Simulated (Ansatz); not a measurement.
```yaml
crystal:
  periodic: [false, false, false]
  atoms:
    - {symbol: N, position_ang: [0.093646, 0.500334, 0.607294]}
    - {symbol: B, position_ang: [0.593185, -0.919968, -0.180112]}
    - {symbol: B, position_ang: [0.738324, 0.716873, -0.769783]}
    - {symbol: B, position_ang: [-0.749987, -0.779500, 0.693368]}
    - {symbol: B, position_ang: [-0.746529, 0.100922, -0.814616]}
    - {symbol: H, position_ang: [0.215018, 1.146888, 1.391223]}
    - {symbol: H, position_ang: [1.620706, -1.530153, -0.177534]}
    - {symbol: H, position_ang: [1.623565, 1.461491, -1.056634]}
    - {symbol: H, position_ang: [-1.551257, -1.076205, 1.524210]}
    - {symbol: H, position_ang: [-1.836671, 0.379318, -1.217415]}
basis:
  gaussian: {orbitals: def2-mTZVPP}
total_charge: 1
magnetization: {spin_polarized: true, initial_magnetization: 1}
hamiltonian: {xc: {name: PBE}}
scf: {omitted_lower_state_checks: [starts]}
output: {forces: true}
```

```sh
$ ansatz run in.yaml --threads 4 --pin off --events-out ev --progress --plain --max-ram 3916MiB
```

Shortened log:

```
Functional definition: PBE
1140 factors; their error is unknown
mean field evaluation 1: about -4243.1502 eV, gradient 6.4e1 eV
mean field evaluation 2: about -4185.0918 eV, gradient 1.1e2 eV
mean field evaluation 4: about -4259.8917 eV, gradient 1.5e1 eV
mean field evaluation 8: about -4261.0033 eV, gradient 1.4e-1 eV
mean field evaluation 16: about -4260.9815 eV, gradient 8.3e-4 eV
mean field -4260.98152079 eV, -156.5881826920 hartree, gradient 5.5e-6 eV, S^2 0.754904; 0 other end points of the search recorded, 0 dependent functions left out
reference -4260.98156864 eV, -156.5881844506 hartree; 16, 15 occupied and 109, 110 virtual orbitals, 1140 factors
Total energy: -4260.98156864 eV, -156.5881844506 hartree
Atom 0 at     0.093646     0.500334     0.607294 Å, force     0.070139     0.367712     0.444119 eV/Å
Atom 1 at     0.593185    -0.919968    -0.180112 Å, force     0.127961    -0.408372    -1.572048 eV/Å
Atom 2 at     0.738324     0.716873    -0.769783 Å, force     1.484384     1.125347     0.285038 eV/Å
Atom 3 at    -0.749987    -0.779500     0.693368 Å, force    -1.222878     0.269571     1.405128 eV/Å
Atom 4 at    -0.746529     0.100922    -0.814616 Å, force    -0.472709    -1.422382    -0.643443 eV/Å
Atom 5 at     0.215018     1.146888     1.391223 Å, force     0.045423     0.243390     0.295753 eV/Å
Atom 6 at     1.620706    -1.530153    -0.177534 Å, force    -0.173816     0.037329     0.012030 eV/Å
Atom 7 at     1.623565     1.461491    -1.056634 Å, force    -0.309812    -0.128057    -0.044711 eV/Å
Atom 8 at    -1.551257    -1.076205     1.524210 Å, force     0.273914    -0.063572    -0.187640 eV/Å
Atom 9 at    -1.836671     0.379318    -1.217415 Å, force     0.177395    -0.020967     0.005774 eV/Å
Dipole moment:     0.031245     0.166927     0.202534 e Å
Checks for a lower state left out: starts
```

Run time 1.8 s (4 threads of Arm Neoverse V1 on a shared host).

The dipole of an ion depends on the origin.
